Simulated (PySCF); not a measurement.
# Shapes and spin states of Sn2O

All numbers come from PySCF, PBE, basis O def2-SVP, Sn def2-SVP with ECP28 (scalar-relativistic core potentials, no spin–orbit coupling, density fitting).

Relaxations began from a few typed shapes and spin states; open shells are unrestricted. The search is not exhaustive: other isomers or separated fragments can lie lower, and high-lying points may rest on an excited occupation.

(1) Which is the lowest minimum found?
A. singlet C2v: O–Sn 2.078 Å (×2), Sn–Sn 2.889 Å; O–Sn–Sn 46.0° (×2), Sn–O–Sn 88.1°
B. triplet C2v: O–Sn 2.043 Å (×2), Sn–Sn 3.325 Å; O–Sn–Sn 35.5° (×2), Sn–O–Sn 108.9°
C. triplet D∞h: O–Sn 2.007 Å (×2); Sn–O–Sn 180.0°

Results:

(1) A. The others lie at 36.5 (triplet D∞h), 55.0 (triplet C2v) kJ/mol above it.
